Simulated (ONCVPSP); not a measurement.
# Transferability test, ONCV potential for I (Z = 53)

I (Z = 53), optimised norm-conserving Vanderbilt (ONCV), made with ONCVPSP 4.0.1 (BLYP, scalar-relativistic). Core [Kr], reference 4d10 5s2 5p5. Waves: 5s: rc 1.75 bohr, ncon 3, nbas 7, qcut 4 1/bohr, 2 projectors, debl 3.8 Ha; 5p: rc 2.15 bohr, ncon 4, nbas 7, qcut 4.1 1/bohr, 2 projectors, debl 2.7 Ha; 4d: rc 1.15 bohr, ncon 4, nbas 9, qcut 16.2 1/bohr, 1 projector. Local part: polynomial inside 1.05 bohr (lpopt 5, dvloc0 3 Ha). Core correction: polynomial model core, fcfact 0.7.

Energies are relative to the spin-unpolarised reference configuration 4d10 5s2 5p5; without spin polarisation the order of configurations can differ from experiment.

```json
{"valence configuration": "4d10 5s2 5p4", "charge": "+1", "ΔE all-electron (eV)": "10.959", "error AE − PS (meV)": "-2.7"}
{"valence configuration": "4d10 5s2 5p3", "charge": "+2", "ΔE all-electron (eV)": "30.651", "error AE − PS (meV)": "-6.1"}
{"valence configuration": "4d10 5s1 5p6", "charge": "0", "ΔE all-electron (eV)": "10.469", "error AE − PS (meV)": "-1.7"}
```

Problem. What are ΔE and the potential's error for 4d10 5s2 5p2?

Solution. ΔE = 59.873 eV all-electron; the error (AE − PS) is -9.6 meV.

Note: ghosts flagged at negative energy: s at -122.3 eV; GHOST(+) flagged for p at 47.7 eV. A true bound ghost makes a file unfit for plane-wave use.
